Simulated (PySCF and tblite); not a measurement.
Values are calculated unless marked as measured or tabulated.
2 diastereomers of C4H6BrFO, numbered alike:

```tsv
isomer	SMILES	descriptors (one enantiomer)
A	[F:1][C@@H:2]1[CH2:3][C@H:4]([Br:5])[CH2:6][O:7]1	2R, 4S
B	[F:1][C@H:2]1[CH2:3][C@H:4]([Br:5])[CH2:6][O:7]1	2S, 4S
```

Protocol: conformer search, at most 6 conformers an isomer, GFN2-xTB geometries, energies PBE0/def2-SVP (IEF-PCM, water) (D3(BJ) added where defined), GIAO shieldings KT3/pcSseg-1 (IEF-PCM, water), weights at 298.15 K with GFN2-xTB thermal terms. Programs: PySCF with density fitting and tblite.

(1) What shifts does each isomer give (ppm; of two unlike H on one atom, a is the less shielded)?

(2) Which carbons tell the isomers apart best?

Spin–orbit effects of the heavy atoms on shieldings are missing. At a carbon that bears Br the missing effect is some 10 ppm, beside I tens of ppm. Shifts are unscaled: against experiment ¹³C can be off by 15 ppm or more and ¹H by 0.8 ppm.

## Answers

(1) 
A: ¹H (against TMS): 6.37 (H2, 1H), 4.57 (H6a, 1H), 4.37 (H4, 1H), 4.20 (H6b, 1H), 3.25 (H3a, 1H), 2.38 (H3b, 1H). ¹³C (against TMS): 117.0 (C2), 78.2 (C6), 55.4 (C4), 49.6 (C3).

B: ¹H (against TMS): 6.50 (H2, 1H), 4.95 (H4, 1H), 4.92 (H6a, 1H), 4.43 (H6b, 1H), 2.94 (H3a, 1H), 2.59 (H3b, 1H). ¹³C (against TMS): 117.3 (C2), 81.8 (C6), 59.4 (C4), 50.3 (C3).

(2) C4: 55.4 in A, 59.4 in B; C6: 78.2 in A, 81.8 in B ppm.
